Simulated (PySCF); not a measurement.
Electronic structure of Pb (lead, neutral) at the UHF level

Configuration: [Xe] 4f14 5d10 6s1 6p3, high-spin 5S determinant (an excited configuration). Calculation: PySCF 2.14, in x2c-TZVPPall with one added diffuse shell each of s, p, d, f type (12s8p7d4f, 99 functions); scalar relativity by spin-free X2C-1e.

| Property | Result |
| --- | --- |
| Total energy | -20879.702929 hartree |
| One-electron energy | -28567.8171 hartree |
| Hartree (Coulomb) energy | 8077.3822 hartree |
| Exchange energy | -389.2680 hartree |
| ⟨S²⟩ | 6.0097 |
| ⟨L²⟩ | 0.000 |
| Sum of ⟨r⟩ | 49.67 bohr |
| Sum of ⟨r²⟩ | 75.34 bohr² |
| Langevin diamagnetic susceptibility | -59.7 ×10⁻⁶ cm³/mol |

```json
{"shell": "1s α", "electrons": "1", "mean orbital energy (hartree)": "-3252.17583", "rms radius, mean of both spins (bohr)": "0.0181"}
{"shell": "1s β", "electrons": "1", "mean orbital energy (hartree)": "-3252.16996", "rms radius, mean of both spins (bohr)": "0.0181"}
{"shell": "2s α", "electrons": "1", "mean orbital energy (hartree)": "-587.49778", "rms radius, mean of both spins (bohr)": "0.0730"}
{"shell": "2s β", "electrons": "1", "mean orbital energy (hartree)": "-587.49530", "rms radius, mean of both spins (bohr)": "0.0730"}
{"shell": "2p α", "electrons": "3", "mean orbital energy (hartree)": "-506.45309", "rms radius, mean of both spins (bohr)": "0.0674"}
{"shell": "2p β", "electrons": "3", "mean orbital energy (hartree)": "-506.45150", "rms radius, mean of both spins (bohr)": "0.0674"}
{"shell": "3s α", "electrons": "1", "mean orbital energy (hartree)": "-143.74542", "rms radius, mean of both spins (bohr)": "0.186"}
{"shell": "3s β", "electrons": "1", "mean orbital energy (hartree)": "-143.73984", "rms radius, mean of both spins (bohr)": "0.186"}
{"shell": "3p α", "electrons": "3", "mean orbital energy (hartree)": "-120.04062", "rms radius, mean of both spins (bohr)": "0.189"}
{"shell": "3p β", "electrons": "3", "mean orbital energy (hartree)": "-120.03662", "rms radius, mean of both spins (bohr)": "0.189"}
{"shell": "3d α", "electrons": "5", "mean orbital energy (hartree)": "-94.56967", "rms radius, mean of both spins (bohr)": "0.173"}
{"shell": "3d β", "electrons": "5", "mean orbital energy (hartree)": "-94.56903", "rms radius, mean of both spins (bohr)": "0.173"}
{"shell": "4s α", "electrons": "1", "mean orbital energy (hartree)": "-34.02699", "rms radius, mean of both spins (bohr)": "0.408"}
{"shell": "4s β", "electrons": "1", "mean orbital energy (hartree)": "-34.01707", "rms radius, mean of both spins (bohr)": "0.408"}
{"shell": "4p α", "electrons": "3", "mean orbital energy (hartree)": "-26.09232", "rms radius, mean of both spins (bohr)": "0.435"}
{"shell": "4p β", "electrons": "3", "mean orbital energy (hartree)": "-26.08570", "rms radius, mean of both spins (bohr)": "0.435"}
{"shell": "4d α", "electrons": "5", "mean orbital energy (hartree)": "-16.46306", "rms radius, mean of both spins (bohr)": "0.462"}
{"shell": "4d β", "electrons": "5", "mean orbital energy (hartree)": "-16.46095", "rms radius, mean of both spins (bohr)": "0.462"}
{"shell": "5s α", "electrons": "1", "mean orbital energy (hartree)": "-6.19498", "rms radius, mean of both spins (bohr)": "0.916"}
{"shell": "5s β", "electrons": "1", "mean orbital energy (hartree)": "-6.17155", "rms radius, mean of both spins (bohr)": "0.916"}
{"shell": "4f α", "electrons": "7", "mean orbital energy (hartree)": "-5.88505", "rms radius, mean of both spins (bohr)": "0.494"}
{"shell": "4f β", "electrons": "7", "mean orbital energy (hartree)": "-5.88287", "rms radius, mean of both spins (bohr)": "0.494"}
{"shell": "5p α", "electrons": "3", "mean orbital energy (hartree)": "-3.89620", "rms radius, mean of both spins (bohr)": "1.04"}
{"shell": "5p β", "electrons": "3", "mean orbital energy (hartree)": "-3.88461", "rms radius, mean of both spins (bohr)": "1.04"}
{"shell": "5d α", "electrons": "5", "mean orbital energy (hartree)": "-1.13248", "rms radius, mean of both spins (bohr)": "1.39"}
{"shell": "5d β", "electrons": "5", "mean orbital energy (hartree)": "-1.10544", "rms radius, mean of both spins (bohr)": "1.39"}
{"shell": "6s α", "electrons": "1", "mean orbital energy (hartree)": "-0.72997", "rms radius, mean of both spins (bohr)": "2.56"}
{"shell": "6p α", "electrons": "3", "mean orbital energy (hartree)": "-0.30769", "rms radius, mean of both spins (bohr)": "3.35"}
```

Spin-orbit coupling, which splits the p, d and f shells strongly at this Z, is absent. Spin-orbit coupling is strong in this species (close to jj coupling), so the high-spin LS determinant is a model state, not a physical level.

Densities and radii are taken from the X2C orbitals without a picture-change correction, which distorts them close to the nucleus.

Spin-orbit constants ζ (cm⁻¹) from the X2C one-electron operator on these orbitals: bare nucleus, nucleus screened by l(l+1)(2l+1)/3 electrons, and screened by the Breit-Pauli mean field of the electrons.

| shell | bare | screened nucleus | mean field |
| --- | --- | --- | --- |
| 2p | 10790000 | 10530000 | n/a |
| 3p | 2439000 | 2380000 | n/a |
| 3d | 375200 | 329400 | n/a |
| 4p | 588500 | 574200 | n/a |
| 4d | 81890 | 71900 | n/a |
| 4f | 17210 | 11330 | n/a |
| 5p | 102300 | 99780 | n/a |
| 5d | 8969 | 7875 | n/a |
| 6p | 7733 | 7544 | n/a |
